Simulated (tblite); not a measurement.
Start geometry of `c1n(ccc1)/P=C(/F)C(F)(F)F` from a force field or distance geometry (Å):
```
atom  x, y, z in Å
F1     3.1785   -1.5115   -1.5273
C2     2.1344   -0.8884   -0.9078
P3     0.5746   -1.1838   -1.3812
N4    -0.7499   -0.3201   -0.5124
C5    -1.5041   -0.9268    0.4620
C6    -2.4161    0.0104    0.9155
C7    -2.1904    1.1998    0.2125
C8    -1.1320    0.9550   -0.6670
C9     2.4535    0.0447    0.2408
F10    1.2692    0.5829    0.7651
F11    3.1448   -0.6810    1.1948
F12    3.2312    1.0644   -0.2769
H13   -1.4193   -1.9638    0.8153
H14   -3.1465   -0.1692    1.6860
H15   -2.7205    2.1341    0.3255
H16   -0.7152    1.6623   -1.3563
```

Task: What comes out of this run: GFN2-xTB geometry optimisation, gas phase in tblite 0.8.0?

Result: 
```
atom  x, y, z in Å
F1     2.9841   -1.4751   -1.4284
C2     1.9324   -0.9098   -0.7918
P3     0.4186   -1.5816   -1.1232
N4    -0.6645   -0.5457   -0.3330
C5    -1.7715   -1.0233    0.3406
C6    -2.5283    0.0281    0.7427
C7    -1.8922    1.2062    0.2714
C8    -0.7650    0.8295   -0.3830
C9     2.3664    0.2058    0.1129
F10    1.5951    0.2747    1.2100
F11    3.6221    0.0378    0.5285
F12    2.3135    1.4236   -0.4623
H13   -1.9002   -2.0771    0.4921
H14   -3.4370   -0.0180    1.3089
H15   -2.2426    2.2102    0.4030
H16   -0.0386    1.4237   -0.8999
```

The energy falls by 96.8 kJ/mol over 99 L-BFGS steps, the largest force on an atom goes from 3.00 to 0.010 eV/Å, and the atoms move by 0.565 Å rms after alignment. The bond that changes most is P3–N4 (ends: phosphorus bonded to C and N; pyrrole-type nitrogen), which shortens by 0.110 Å. Bonds longer at the end by more than 0.005 Å: 4 of 16; shorter: 11. Among the angles that change most is C2–P3–N4, from 117.9° to 103.8°. Among the dihedrals that turn most is C2–P3–N4–C5, from -101° to -140°. Rotational constants go from 1538, 554.8, 487.4 to 1507, 615.4, 499.9 MHz. The orientation of the end geometry is arbitrary; only internal coordinates are fixed.

Time: 0.93 s wall. Hardware: an Arm Neoverse V1 with one thread, shared host with 32 logical CPUs at a one-minute load of 41.

Its GFN2-xTB frequencies are all real (lowest 39 cm⁻¹). The numbers are those of one conformer. 2 starts were optimised and ended at 0.00 and 1.34 kcal/mol (GFN2-xTB); the lowest of these is shown.

These are computed values.
